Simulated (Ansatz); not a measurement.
```yaml
crystal:
  periodic: [false, false, false]
  atoms:
    - {symbol: C, position_ang: [-0.179468, -3.158853, 2.117101]}
    - {symbol: Se, position_ang: [3.140356, -1.614202, -0.183196]}
    - {symbol: Sn, position_ang: [0.504943, 2.769918, -2.002023]}
    - {symbol: F, position_ang: [-2.908755, 1.902355, -4.245135]}
    - {symbol: F, position_ang: [2.821578, 5.270562, -4.394660]}
    - {symbol: F, position_ang: [-1.021899, 5.186593, 1.042864]}
    - {symbol: H, position_ang: [-0.815477, -1.605117, 3.819495]}
    - {symbol: H, position_ang: [-2.016479, -3.694015, 0.683397]}
    - {symbol: H, position_ang: [0.669902, -5.159323, 3.124534]}
basis:
  gaussian: {orbitals: STO-3G}
hamiltonian: {xc: {name: r2SCAN0}}
```

```sh
$ ansatz run in.yaml --threads 4 --pin off --events-out ev --progress --plain --max-ram 11315MiB
```

Output, abridged:

```
Functional definition: r2SCAN0
812 factors; integrals over basis functions are off by at most 2.3e-5 eV
mean field evaluation 1: about -235945.7790 eV, gradient 2.7e1 eV
mean field evaluation 2: about -235072.2510 eV, gradient 9.1e0 eV
mean field evaluation 4: about -235694.1845 eV, gradient 2.9e1 eV
mean field evaluation 8: about -236011.4990 eV, gradient 1.3e1 eV
mean field evaluation 16: about -236015.9124 eV, gradient 3.5e-1 eV
mean field evaluation 32: about -236016.0210 eV, gradient 8.2e-2 eV
mean field evaluation 96: about -236016.0204 eV, gradient 7.7e-2 eV
mean field evaluation 128: about -236015.9503 eV, gradient 1.6e0 eV
mean field evaluation 192: about -236016.0201 eV, gradient 3.9e-5 eV
mean field -236016.02068071 eV, -8673.4287826115 hartree, gradient 1.4e-6 eV, S^2 0.000000; 20 other end points of the search recorded, 0 dependent functions left out
reference -236016.02068922 eV, -8673.4287829243 hartree; 60, 60 occupied and 8, 8 virtual orbitals, 812 factors
Total energy: -236016.02068922 eV, -8673.4287829243 hartree
```

(1) What is wrong with this run?

Results:

(1) The geometry is stretched to more than twice its size. Self-consistency was reached. The result belongs to that input, not to the molecule as meant.
